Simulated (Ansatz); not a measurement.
Cost and result for the atomization energy of `C[B]([InH2])CF` (12 atoms, 11 bonds).

| atom | x (Å) | y (Å) | z (Å) |
| --- | --- | --- | --- |
| C1 | -1.250 | 0.707 | 0.959 |
| B2 | -0.109 | 0.099 | 0.087 |
| In3 | -0.237 | -1.363 | -1.631 |
| C4 | 1.371 | 0.466 | 0.401 |
| F5 | 2.296 | -0.201 | -0.418 |
| H6 | -1.628 | -0.104 | 1.598 |
| H7 | -2.114 | 1.027 | 0.370 |
| H8 | -0.948 | 1.527 | 1.619 |
| H9 | -0.214 | -3.083 | -1.410 |
| H10 | -0.332 | -0.859 | -3.287 |
| H11 | 1.535 | 1.546 | 0.269 |
| H12 | 1.630 | 0.237 | 1.444 |

Total charge 0; spin multiplicity 1. Correlated methods include outer-core shells of In, which these sets cover unevenly. In takes the def2 core potential. The geometry is a stationary point of PBE0-D4/def2-TZVP. It is one conformer, not always the lowest. Program: Ansatz. All runs use 4 threads of an Intel Xeon Platinum 8175M on a shared host. Times are those of one run each, without the atoms' runs, and a repeat can differ threefold. Electronic energies, without spin–orbit coupling; frozen cores. CCSD(T)/CBS adds CCSD(T) − MP2 in def2-TZVPP to the MP2 limit, and its time is that of the two runs behind it. T1 = 0.013. With those shells the extrapolation isn't a true limit. B3LYP takes the VWN-RPA correlation (the form of Gaussian; ORCA's B3LYP/G).

CCSD(T)/CBS is a level of theory with its own doubt, some kJ/mol a heavy atom from the limit and from the frozen cores, so smaller differences don't rank the functionals.

| level | functions | wall time |
| --- | --- | --- |
| LDA (SPW92)/def2-TZVPP | 272 | 1.6 s |
| PBE0-D4/def2-TZVPP | 272 | 3.5 s |
| BHLYP-D4/def2-TZVPP | 272 | 3.6 s |
| r2SCANh-D4/def2-TZVPP | 272 | 4.7 s |
| B3LYP-D4/def2-TZVPP (with forces) | 272 | 6 s |
| PBE-QIDH/def2-TZVPP | 272 | 7.5 s |
| ωB97X-V/def2-TZVPP | 272 | 9 s |
| CCSD(T)/def2-SVP | 117 | 9 s |
| B97M-V/def2-TZVPP | 272 | 9.5 s |
| ωB97M-V/def2-TZVPP (with forces) | 272 | 12 s |
| MP2/def2-QZVPP | 520 | 27 s |
| CCSD(T)/def2-TZVPP | 272 | 3.5 min |
| CCSD(T)/CBS(def2) | – | 3.9 min |

Question: What atomization energy does each give, and how far from CCSD(T)/CBS? (An estimate is asked.)

Answer: Computed: 
| level | atomization (kcal/mol) | difference from CCSD(T)/CBS | per bond |
| --- | --- | --- | --- |
| LDA (SPW92)/def2-TZVPP | 1100.9 | 141.0 | 12.8 |
| PBE0-D4/def2-TZVPP | 965.2 | 5.3 | 0.5 |
| BHLYP-D4/def2-TZVPP | 938.8 | -21.1 | -1.9 |
| r2SCANh-D4/def2-TZVPP | 962.3 | 2.4 | 0.2 |
| B3LYP-D4/def2-TZVPP (with forces) | 960.3 | 0.4 | 0.0 |
| PBE-QIDH/def2-TZVPP | 958.0 | -1.9 | -0.2 |
| ωB97X-V/def2-TZVPP | 966.5 | 6.6 | 0.6 |
| CCSD(T)/def2-SVP | 916.0 | -43.9 | -4.0 |
| B97M-V/def2-TZVPP | 969.0 | 9.1 | 0.8 |
| ωB97M-V/def2-TZVPP (with forces) | 966.4 | 6.5 | 0.6 |
| MP2/def2-QZVPP | 959.6 | -0.3 | 0.0 |
| CCSD(T)/def2-TZVPP | 939.7 | -20.2 | -1.8 |
| CCSD(T)/CBS(def2) | 959.9 | 0.0 | 0.0 |

At CCSD(T), def2-SVP lies −43.9 kcal/mol from the extrapolated value and def2-TZVPP −20.2 kcal/mol: correlation converges slowly with the basis, and small sets miss more of it in the bonded molecule than in its fragments. In def2-TZVPP, CCSD(T) changes the Hartree–Fock value by +221.9 kcal/mol (the triples alone add +12.1 kcal/mol) and MP2 by +229.9 kcal/mol; breaking electron pairs costs correlation energy, which Hartree–Fock lacks. Leaving LDA and LC-ωPBE aside and taking each functional with its dispersion term where it has one, the values, not all of them listed here, spread over 38.8 kcal/mol, from BHLYP-D4 to PBE-D4. LDA lies +128.5 kcal/mol from PBE without D4, its usual overbinding.

Spin–orbit coupling would lower the free In atoms strongly, and the atomization energy with them, by more than many differences here.
